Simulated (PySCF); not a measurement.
# Diatomics of Al with the fourth-period p block

HF with double-zeta basis sets in PySCF, for the lowest determinant that a PBE0 search found; no spin–orbit coupling. De refers to high-spin ground-configuration atoms. A positive dipole means M(−)Al(+).

```json
{"M": "Ge", "basis": "x2c-SVPall", "reference": "UHF", "state (unpaired electrons)": "quartet (σ ↑, π ↑↑)", "Re (Å)": "2.521", "ωe (cm⁻¹)": "284", "De (eV)": "1.56", "μ (D)": "1.90"}
{"M": "Se", "basis": "pcseg-1", "reference": "UHF", "state (unpaired electrons)": "doublet (σ ↑)", "Re (Å)": "2.150", "ωe (cm⁻¹)": "485", "De (eV)": "2.21", "μ (D)": "4.65"}
{"M": "Br", "basis": "x2c-SVPall", "reference": "RHF", "state (unpaired electrons)": "singlet (closed shell)", "Re (Å)": "2.317", "ωe (cm⁻¹)": "380", "De (eV)": "3.51", "μ (D)": "1.71"}
```

The shortest bond is that of AlSe (2.150 Å), the longest that of AlGe (2.521 Å). AlBr is bound most strongly (3.51 eV) and AlGe least (1.56 eV).

The rows differ in basis set, which adds steps of its own.

The state changes along the series, so neighbouring rows are not always alike in their bonding.

Where the molecule has an RHF reference, its open-shell atoms are computed with UHF. Hartree–Fock leaves out correlation, which carries a large part of most bond energies and some tenths to 1 eV of ionisation energies. States were picked by a PBE0 search and need not be the measured ground states.
